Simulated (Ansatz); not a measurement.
Breaking the C2–H6 bond in CH6Ge (SMILES [CH3][GeH3]) (multiplicity 1 held, fragments rigid). Energies count from the point at 1.090 Å.
Geometry at that point (charge 0, multiplicity 1):
```xyz
8

Ge    -0.3884     0.0464    -0.0085
C      1.5631    -0.1868     0.0343
H     -1.0136    -0.8660    -1.0809
H     -0.7462     1.5081    -0.3384
H     -1.0010    -0.3122     1.3588
H      1.8133    -1.2212     0.2678
H      2.0026     0.4595     0.7934
H      1.9937     0.0675    -0.9337
```

Restricted levels (R-, RO-) in cc, def2 and unpolarised 6-31G sets keep to the state of the molecule at rest. Unrestricted levels (U-) break spin symmetry where that is lower. Active spaces are followed from a long bond inwards. Curves can end on different states.

Correlated levels freeze the cores. Filled d and f shells under p-block atoms count as core.

The values were computed with Ansatz (Gaussian basis) for Hartree–Fock, density functionals and correlated methods. Each number belongs to the level named beside it.

Energies in kcal/mol.

```json
[
 {"R (Å)": "0.872", "U-PBE/cc-pVTZ": "29.8", "U-wB97X-V/cc-pVTZ": "29.3", "R-SCS-MP2/cc-pVTZ": "28.9", "CASSCF(2,2)/cc-pVTZ": "30.8", "FIC-MRCISD+Q on CASSCF(2,2)/cc-pVTZ": "28.9"},
 {"R (Å)": "0.981", "U-PBE/cc-pVTZ": "6.3", "U-wB97X-V/cc-pVTZ": "5.9", "R-SCS-MP2/cc-pVTZ": "5.7", "CASSCF(2,2)/cc-pVTZ": "6.7", "FIC-MRCISD+Q on CASSCF(2,2)/cc-pVTZ": "5.7"},
 {"R (Å)": "1.090", "U-PBE/cc-pVTZ": "0.0", "U-wB97X-V/cc-pVTZ": "0.0", "R-SCS-MP2/cc-pVTZ": "0.0", "CASSCF(2,2)/cc-pVTZ": "0.0", "FIC-MRCISD+Q on CASSCF(2,2)/cc-pVTZ": "0.0"},
 {"R (Å)": "1.199", "U-PBE/cc-pVTZ": "3.1", "U-wB97X-V/cc-pVTZ": "3.7", "R-SCS-MP2/cc-pVTZ": "3.9", "CASSCF(2,2)/cc-pVTZ": "2.7", "FIC-MRCISD+Q on CASSCF(2,2)/cc-pVTZ": "3.7"},
 {"R (Å)": "1.307", "U-PBE/cc-pVTZ": "11.2", "U-wB97X-V/cc-pVTZ": "12.5", "R-SCS-MP2/cc-pVTZ": "12.7", "CASSCF(2,2)/cc-pVTZ": "10.3", "FIC-MRCISD+Q on CASSCF(2,2)/cc-pVTZ": "12.3"},
 {"R (Å)": "1.471", "U-PBE/cc-pVTZ": "27.2", "U-wB97X-V/cc-pVTZ": "29.8", "R-SCS-MP2/cc-pVTZ": "30.1", "CASSCF(2,2)/cc-pVTZ": "25.5", "FIC-MRCISD+Q on CASSCF(2,2)/cc-pVTZ": "28.9"},
 {"R (Å)": "1.634", "U-PBE/cc-pVTZ": "44.2", "U-wB97X-V/cc-pVTZ": "48.5", "R-SCS-MP2/cc-pVTZ": "48.6", "CASSCF(2,2)/cc-pVTZ": "41.3", "FIC-MRCISD+Q on CASSCF(2,2)/cc-pVTZ": "46.2"},
 {"R (Å)": "1.907", "U-PBE/cc-pVTZ": "70.2", "U-wB97X-V/cc-pVTZ": "77.9", "R-SCS-MP2/cc-pVTZ": "76.9", "CASSCF(2,2)/cc-pVTZ": "64.0", "FIC-MRCISD+Q on CASSCF(2,2)/cc-pVTZ": "71.3"},
 {"R (Å)": "2.179", "U-PBE/cc-pVTZ": "91.3", "U-wB97X-V/cc-pVTZ": "99.5", "R-SCS-MP2/cc-pVTZ": "100.1", "CASSCF(2,2)/cc-pVTZ": "80.4", "FIC-MRCISD+Q on CASSCF(2,2)/cc-pVTZ": "89.7"},
 {"R (Å)": "2.506", "U-PBE/cc-pVTZ": "105.3", "U-wB97X-V/cc-pVTZ": "110.4", "R-SCS-MP2/cc-pVTZ": "120.9", "CASSCF(2,2)/cc-pVTZ": "92.2", "FIC-MRCISD+Q on CASSCF(2,2)/cc-pVTZ": "103.2"},
 {"R (Å)": "2.942", "U-PBE/cc-pVTZ": "111.4", "U-wB97X-V/cc-pVTZ": "115.1", "R-SCS-MP2/cc-pVTZ": "138.1", "CASSCF(2,2)/cc-pVTZ": "99.0", "FIC-MRCISD+Q on CASSCF(2,2)/cc-pVTZ": "111.3"},
 {"R (Å)": "3.487", "U-PBE/cc-pVTZ": "113.3", "U-wB97X-V/cc-pVTZ": "116.5", "R-SCS-MP2/cc-pVTZ": "146.1", "CASSCF(2,2)/cc-pVTZ": "101.4", "FIC-MRCISD+Q on CASSCF(2,2)/cc-pVTZ": "114.2"}
]
```

Doubts at one or more of the structures used: a spin-contaminated determinant (U-PBE/cc-pVTZ, U-wB97X-V/cc-pVTZ); a restricted determinant that unrestricted orbitals would lower (R-SCS-MP2/cc-pVTZ).

Ansatz is a quantum-chemistry and plane-wave program.
